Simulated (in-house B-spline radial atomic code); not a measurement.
# RPA correlation on LDA VWN5: Zn2+

Configuration [Ar] 3d10, mean-field start LDA VWN5. Computed with an all-electron radial atomic-structure program (B-spline basis): all electrons, scalar-relativistic (spin-free one-electron X2C), finite nucleus, each spin shell either full or empty, empty states to l = 9 with an (l + 1/2)⁻⁴ tail; G0W0 by contour deformation at full frequency.

The highest G0W0 level has too low a weight to be given.

Command:
```bash
python run_gw.py task.json out
```
Settings (radii: box in bohr, nucleus in fm):
```
Z                        30
electrons                28
configuration            [Ar] 3d10
hamiltonian              x2c
method                   lda,vwn
lmax                     9
rms_radius               3.9283
spin_polarised           False
box_radius               17.55
intervals                70
```

Run time, properties included: 3.3 s on 1 thread of Arm Neoverse N1 (shared host).

Energies (hartree):

```
                                     term        value
                         mean-field total  -1791.93160
Hartree-Fock functional on these orbitals  -1793.36700
                      direct second order      -2.6831
                    second-order exchange      0.75984
                         SOSEX correction       0.6744
```

(1) What is the RPA correlation energy, and what remains with SOSEX?

Answers

(1) RPA gives -2.176 hartree (-2.11 eV per electron); RPA + SOSEX gives -1.5016, and the second-order doubles -1.9233 hartree (no singles). SOSEX takes back 31 % of the RPA value.
